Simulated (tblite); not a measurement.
C5H11GeNO.
Geometry (GFN2-xTB, Å), atoms numbered from 1 in this order:
```xyz
19
C5H11GeNO angstrom
N      3.421   -0.065    0.105
C      2.200    0.255    0.565
O      2.003    0.717    1.664
Ge     0.651   -0.094   -0.684
C     -0.719    1.351   -0.663
C     -2.037    0.601   -0.471
C     -1.809   -0.544    0.514
C     -0.673   -1.424   -0.005
H      3.539   -0.453   -0.815
H      4.234    0.073    0.688
H      1.187   -0.460   -2.080
H     -0.525    1.995    0.196
H     -0.738    1.977   -1.553
H     -2.820    1.271   -0.109
H     -2.363    0.184   -1.427
H     -2.725   -1.123    0.652
H     -1.523   -0.122    1.480
H     -0.289   -2.076    0.777
H     -1.023   -2.053   -0.824
```

Level: GFN2-xTB in tblite, geometry and Hessian alike; calculated harmonic values, unscaled, isolated species. The method is semi-empirical: single wavenumbers can be off by several per cent or more. Modes of hydrogen on germanium can be 10 to 20 % off. One conformer, not necessarily the lowest.

Harmonic wavenumbers (cm⁻¹): 25.9, 46.9, 82.0, 150.9, 255.9, 261.3, 273.2, 312.6, 348.5, 451.8, 466.9, 533.5, 562.5, 587.1, 589.3, 617.9, 645.6, 740.1, 784.9, 893.6, 915.4, 953.4, 1011.5, 1030.9, 1040.9, 1100.4, 1105.8, 1176.2, 1206.6, 1233.9, 1249.2, 1252.3, 1323.4, 1336.0, 1441.3, 1447.4, 1456.2, 1486.1, 1496.0, 1739.6, 1743.0, 2952.8, 2960.8, 2966.3, 2970.3, 2974.8, 2980.1, 2993.5, 3001.5, 3408.6, 3509.2.

A = 2859, B = 965.5, C = 941.5 MHz; mass 175.005 u (most abundant isotopes); point group C1, symmetry number 1.

Q: What is the zero-point energy?

A: ½Σν̃ = 33047 cm⁻¹ = 94.49 kcal/mol.

Q: What is S at 500 K and 1 bar for an ideal gas of classical rigid rotors and harmonic oscillators?

A: Translation 43.98, rotation 30.75, vibration 51.82: S = 126.5 cal/(mol K).

Q: And Cp and H(500 K) − H(0)?

A: Cp = 57.86 cal/(mol K), of which vibrations give 49.91 (their classical limit is 51 R = 101.3); H(500 K) − H(0) = 16.95 kcal/mol without the zero-point energy, 12.98 from vibrations.

Q: Blend soft modes into free rotors: weight 1/[1 + (100 cm⁻¹/ν̃)⁴] for the oscillator and the rest for a rotor with moment μB/(μ + B), μ = h/(8π²ν), B = 10⁻⁴⁴ kg m². What vibrational entropy results?

A: 46.62 cal/(mol K) in place of 51.82, which changes −T·S at 500 K by +2.60 kcal/mol.

Q: Which modes carry the vibrational entropy at 500 K?

A: 25.9 cm⁻¹: 7.15; 46.9 cm⁻¹: 5.97; 82.0 cm⁻¹: 4.86; 150.9 cm⁻¹: 3.66; 255.9 cm⁻¹: 2.64; 261.3 cm⁻¹: 2.60 cal/(mol K); the other 45 give 24.94 together.

Q: What must be added to the electronic energy to get the Gibbs energy at 500 K and 1 bar?

A: ZPE + [H(500 K) − H(0)] − T·S = 94.49 + 16.95 − 63.27 = 48.17 kcal/mol.

Hindered rotation and anharmonicity are outside this model. Other conformers, if any are populated, would add a mixing term that is left out. The structure is chiral; the term R ln 2 for an equal mix with its mirror image is left out.
